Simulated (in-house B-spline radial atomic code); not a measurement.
**Response and correlation of Tl19+**

Closed shell [Kr] 4d10 4f14 5s2. Computed with an all-electron radial atomic-structure program (B-spline basis): Dirac-Hartree-Fock, relativistic RPA (time-dependent Dirac-Hartree-Fock) for the response and second-order many-body perturbation theory for correlation, no-pair Dirac-Coulomb Hamiltonian, finite nucleus.

```csv
"multipole (bohr³, bohr⁵, bohr⁷)",uncoupled,coupled RPA
dipole,0.39397,?
quadrupole,0.12476,0.1364
octupole,0.066198,0.07159
```

Question: What is the coupled dipole polarisability?

Answer: 0.3748 atomic units, -5 % against the uncoupled value.

Question: Which subshells carry the dipole polarisability?

Answer: 5s1/2 82.6 %, 4f7/2 8.6 %, 4f5/2 6.3 %.

Question: What does the dipole shielding factor come to?

Answer: The dipole shielding factor is 0.764, against the exact N/Z = 62/81 = 0.765 of the non-relativistic theorem.

Dipole polarisability at imaginary frequency:

| u (Eh) | α(iu) (bohr³) |
| --- | --- |
| 0 | 0.3748 |
| 4.47 | 0.1528 |
| 13.4 | 0.06231 |
| 26.8 | 0.02873 |
| 44.7 | 0.01407 |
| 89.4 | 0.004677 |
| 179 | 0.001413 |
| 447 | 0.0002598 |

Question: What dispersion coefficients follow for two such ions (the dispersion part alone)?

Answer: C6 = (3/π)∫α(iu)²du = 0.4143 hartree·bohr⁶ and C8 = 0.9544 hartree·bohr⁸.

Lowest J = 1 odd-parity excitations:

```tsv
energy (eV)	oscillator strength	leading channel	weight
41.336	0.176	5s1/2 → p1/2	0.974
75.631	1.5	5s1/2 → p3/2	0.966
174.93	4.57e-05	4f5/2 → d3/2	0.487
179.37	0.737	4f5/2 → d3/2	0.506
181.21	0.303	4f5/2 → d5/2	0.787
245.79	0.107	5s1/2 → p1/2	0.998
258.34	0.0767	5s1/2 → p3/2	0.997
324.72	0.0158	4f7/2 → d5/2	0.904
```

Second-order correlation energy by the highest angular momentum of the excited pair (hartree): s -0.0314, p -0.2952, d -0.7257, f -1.339, g -1.169, h -0.4186, i -0.1945, k -0.09801.

Question: What is the second-order correlation energy at the partial-wave limit?

Answer: The listed waves sum to -4.2716 hartree; extrapolating the increments as (l + 1/2)⁻⁴ gives -4.472 hartree, -1.96 eV per electron.
